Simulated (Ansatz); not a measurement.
Reaction (redistribution): `S[SiH]1C=C1` + `[CH3][GeH]([SiH3])[Cl]` → `Cl[SiH]1C=C1` + `[CH3][GeH]([SiH3])[SH]`

Computed with Ansatz on PBE0-D4/def2-TZVP structures; ΔE is electronic, products minus reactants. CBS: MP2 limit from def2 TZ/QZ plus the TZ coupled-cluster correction, frozen cores. DFT in def2-TZVPP. B3LYP here is the variant with VWN-RPA as its local correlation; programs differ in this. For Ge outer-core shells are correlated without core-valence functions, which leaves a few kJ/mol of doubt a bond. Scalar relativity is left out up to krypton. One conformer a species, not always the lowest.

Is it downhill or uphill in electronic energy at CCSD(T)/CBS, and by how much? (Best estimate.)

Ansatz gave: Downhill: ΔE = -9.0 kJ/mol.

What do these levels give: r2SCAN-D4, B3LYP-D4, B2PLYP, PBE, r2SCAN, MP2/def2-TZVPP, SCS-MP2/def2-TZVPP, CCSD/def2-TZVPP, CCSD(T)/def2-TZVPP, HF/def2-QZVPP, HF/CBS(def2), CCSD/CBS(def2)? (Estimate.)

Computed: r2SCAN-D4 -7.9, B3LYP-D4 -7.4, B2PLYP -7.6, PBE -6.9, r2SCAN -7.7, MP2/def2-TZVPP -10.0, SCS-MP2/def2-TZVPP -8.6, CCSD/def2-TZVPP -8.5, CCSD(T)/def2-TZVPP -8.8, HF/def2-QZVPP -4.0, HF/CBS(def2) -4.0, CCSD/CBS(def2) -8.7 kJ/mol.

Largest T1 diagnostic among the species: 0.012.

In def2-TZVPP, CCSD(T) changes the Hartree–Fock value by −4.7 kJ/mol (the triples alone add −0.4 kJ/mol) and MP2 by −5.8 kJ/mol.
